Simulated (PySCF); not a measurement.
**Low-lying terms of Pd³⁴⁺ (palladium, charge +34)**

Ground state [Ne] 3s2, ¹S. Computed with PySCF 2.14 in an uncontracted even-tempered set (20 s from 0.896 bohr⁻², ratio 2.5; 14 p from 1.17 bohr⁻², ratio 2.5; 7 d from 1.37 bohr⁻², ratio 2.7; 4 f from 41 bohr⁻², ratio 2.7), with the spin-free X2C one-electron Hamiltonian (Gaussian nucleus). Vertical excitation energies in eV without spin-orbit coupling; excited terms of each kind are numbered among those the solver found. Frozen: 1s2.

| term | leading excitation | EOM-EE-CCSD |
| --- | --- | --- |
| 1 3P° | 3s → p | 96.066 |
| 1 1P° | 3s → p | 124.54 |
| 1 3D | 3s → d | 233.14 |
| 1 1D | 3s → d | 257.27 |
| 1 3S | 3s → s | 1007.1 |
| 1 1S | 3s → s | 1014.1 |
| 2 3P° | 3s → p | 1053.2 |

The spin-orbit splitting of the hole, absent here, rivals or exceeds the spacing of these terms, so the LS terms are model states.

Only the lower part of the computed list is shown. Doubly excited terms such as np² are absent. The solver can miss terms. The 25 highest virtual orbitals were dropped.
